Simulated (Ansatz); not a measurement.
## Match the barriers

Saddle point of CH7GeN, singlet (CH₇GeN ([CH3][GeH2][NH2]) → CH₄Ge ([CH2][GeH2]) + NH₃; bonds formed: N2–H4; bonds broken: Ge1–N2, C3–H4), PBE0-D4/def2-TZVP structure:

```xyz
10
angstrom
Ge -0.6690 0.1135 0.6919
N 1.2997 -0.1271 0.2974
C -0.8389 0.0253 -1.1813
H 0.7551 -0.1291 -0.7731
H -0.6781 1.4335 1.4879
H -0.9564 -1.0755 1.6299
H 1.7503 -0.9947 0.5712
H 1.9311 0.6479 0.4752
H -1.3973 -0.8366 -1.5487
H -1.1965 0.9428 -1.6504
```

Computed with Ansatz 0.2.0 (basis: def2-TZVPP, with def2-QZVPP for the basis limit); correlated methods freeze the cores. Filled d shells of the heavier atoms are correlated. The def2 sets are not built for correlating such inner shells, so the correlated values are less sure here. Extrapolation: Hartree–Fock as exp(−7.88 √X), correlation as X^−2.97. Four methods, as single points on the PBE0-D4 structures, gave these electronic barriers from the start structure: 2.090, 2.486, 2.590, 3.206 eV.

(1) The methods were, in alphabetical order, HF, MP2, PBE0-D4, SPW92. Which gave which? (Judge from chemistry; the calculation decides.)

T1 diagnostic: at most 0.014.

Results:

(1) The calculation gives: SPW92 2.090; PBE0-D4 2.486; MP2 2.590; HF 3.206 eV. For comparison, CCSD(T) at an estimated basis limit (MP2 extrapolated from triple and quadruple zeta, plus CCSD(T) − MP2 in triple zeta) gives 2.605 eV.

Labels in which every atom is bracketed show which atoms are joined, not bond orders.

For scale, one of the runs: CCSD(T)/def2-TZVPP, 208 basis functions, launched by `ansatz run in.yaml --threads 4 --pin off --events-out ev --progress --plain --max-ram 9574MiB`. The run took 81 s on 4 CPU threads of an Arm Neoverse V1 (shared host), with 2.9 GiB of host memory at its peak.
